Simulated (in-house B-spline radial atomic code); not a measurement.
Radial electron density of Lu⁺, [Kr] 4d10 4f14 5s2 5p5 6s2 6f1. Level of theory: Dirac-Kohn-Sham LDA VWN5, spherical fractional occupations, Fermi nucleus of rms radius 5.37 fm, inside a hard spherical wall at 4.28 bohr; calculated with a B-spline radial code for spherical atoms.

Columns: r (bohr), 4πr²n(r) (electrons per bohr), bar.

```
0.000639    3.173 #
0.000785    4.427 ##
0.000963     6.13 ##
 0.00118    8.423 ###
 0.00145    11.54 ####
 0.00178    15.64 #####
 0.00219    21.04 #######
 0.00268    27.73 ##########
 0.00329    36.11 ############
 0.00404    46.14 ################
 0.00496    57.53 ####################
 0.00609    69.69 ########################
 0.00747    81.47 ############################
 0.00917    91.43 ###############################
  0.0113    97.91 ##################################
  0.0138    99.46 ##################################
   0.017    96.37 #################################
  0.0208    91.12 ###############################
  0.0255    87.96 ##############################
  0.0313    91.68 ###############################
  0.0385      104 ####################################
  0.0472    119.5 #########################################
  0.0579    128.3 ############################################
  0.0711    122.7 ##########################################
  0.0873    107.3 #####################################
   0.107    98.61 ##################################
   0.131    105.8 ####################################
   0.161    116.3 ########################################
   0.198    106.3 ####################################
   0.243    77.47 ###########################
   0.298    57.94 ####################
   0.366     61.4 #####################
   0.449    67.91 #######################
   0.552    58.06 ####################
   0.677    38.82 #############
   0.831       24 ########
    1.02    16.15 ######
    1.25    11.06 ####
    1.54    6.751 ##
    1.89    3.904 #
    2.31    2.279 #
    2.84    1.436 
    3.49    1.011 
    4.24 0.004373
```

On this grid the curve has 4 maxima, near 0.0138, 0.0579, 0.161, 0.449 bohr.

The 5p3/2 radial function P(r) = rR(r), positive near the nucleus, with its small component Q(r) (sign convention: Q ≈ (P' + κP/r)/2c):

| r (bohr) | P | Q |
| --- | --- | --- |
| 0.00118 | 0.00117 | -0.0001542 |
| 0.00178 | 0.002535 | -0.0003368 |
| 0.00268 | 0.00541 | -0.0007203 |
| 0.00404 | 0.01138 | -0.001518 |
| 0.00609 | 0.02334 | -0.003126 |
| 0.00917 | 0.04597 | -0.006212 |
| 0.0138 | 0.08526 | -0.01171 |
| 0.0208 | 0.1443 | -0.02046 |
| 0.0313 | 0.2089 | -0.03163 |
| 0.0472 | 0.227 | -0.04037 |
| 0.0711 | 0.1098 | -0.03653 |
| 0.107 | -0.1589 | -0.01309 |
| 0.161 | -0.3289 | 0.01631 |
| 0.243 | -0.02581 | 0.02024 |
| 0.366 | 0.4594 | -0.003144 |
| 0.552 | 0.2269 | -0.01409 |
| 0.831 | -0.6018 | -0.002804 |
| 1.25 | -0.9708 | 0.006068 |
| 1.89 | -0.619 | 0.004772 |
| 2.84 | -0.187 | 0.001441 |
| 4.24 | -0.002809 | 0.0002614 |
